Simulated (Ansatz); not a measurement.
Mo₆⁻. The state is a doublet with charge -1. Geometry PBE-D4/def2-SVPD.

Cartesian coordinates in Å:
```
Mo 0.582 1.376 -0.980
Mo 1.563 -0.660 -0.404
Mo -0.760 -1.004 -1.292
Mo -1.766 0.368 0.032
Mo 0.119 -1.198 1.331
Mo 0.263 1.119 1.313
```

In the def2 sets Mo takes a core potential; there is no spin–orbit coupling. At PBE-D4/def2-SVPD, PBE-D4/def2-TZVPD, r2SCAN-D4/def2-TZVPD the highest occupied level of the charge -1 doublet lies above zero (up to 0.44 eV). It is a level of α spin, whose loss leaves a singlet; that state wasn't run at this geometry and level. The electron is either unbound and held by the finite basis, or the level is raised by self-interaction error. At r2SCAN-D4/def2-TZVPD, PBE0-D4/def2-SVPD, PBE0-D4/def2-TZVPD the charge -1 doublet is spin-contaminated (final ⟨S²⟩ up to 1.38, 0.75 for a pure state). The structure comes from a short search, and lower isomers may exist.

Question: Estimate the α-spin orbital energies around the gap (eV) in Ansatz with PBE-D4/def2-SVPD, PBE-D4/def2-TZVPD, r2SCAN-D4/def2-TZVPD, PBE0-D4/def2-SVPD, PBE0-D4/def2-TZVPD.

Answer: 
```csv
orbital,PBE-D4/def2-SVPD,PBE-D4/def2-TZVPD,r2SCAN-D4/def2-TZVPD,PBE0-D4/def2-SVPD,PBE0-D4/def2-TZVPD
HOMO−13,-2.34,-2.34,-2.51,-3.25,-3.26
HOMO−12,-2.06,-2.06,-2.18,-2.94,-2.93
HOMO−11,-1.98,-1.99,-2.13,-2.90,-2.91
HOMO−10,-1.95,-1.96,-2.10,-2.86,-2.87
HOMO−9,-1.85,-1.85,-2.06,-2.85,-2.86
HOMO−8,-1.64,-1.65,-1.82,-2.56,-2.56
HOMO−7,-1.47,-1.48,-1.64,-2.37,-2.38
HOMO−6,-1.30,-1.31,-1.46,-2.23,-2.25
HOMO−5,-0.54,-0.55,-0.72,-1.35,-1.38
HOMO−4,-0.44,-0.45,-0.53,-1.16,-1.16
HOMO−3,-0.38,-0.39,-0.52,-1.04,-1.03
HOMO−2,0.10,0.09,-0.03,-0.72,-0.74
HOMO−1,0.11,0.10,-0.02,-0.69,-0.70
HOMO,0.44,0.41,0.25,-0.05,-0.08
LUMO,0.68,0.65,0.70,1.23,1.19
LUMO+1,0.69,0.67,0.86,1.50,1.47
LUMO+2,1.11,1.09,1.14,1.72,1.69
LUMO+3,1.22,1.18,1.24,1.80,1.76
LUMO+4,1.23,1.21,1.32,1.88,1.85
LUMO+5,1.28,1.26,1.34,2.00,1.98
β HOMO,0.20,0.19,0.13,-0.36,-0.37
β LUMO,0.75,0.72,0.82,1.33,1.29
```
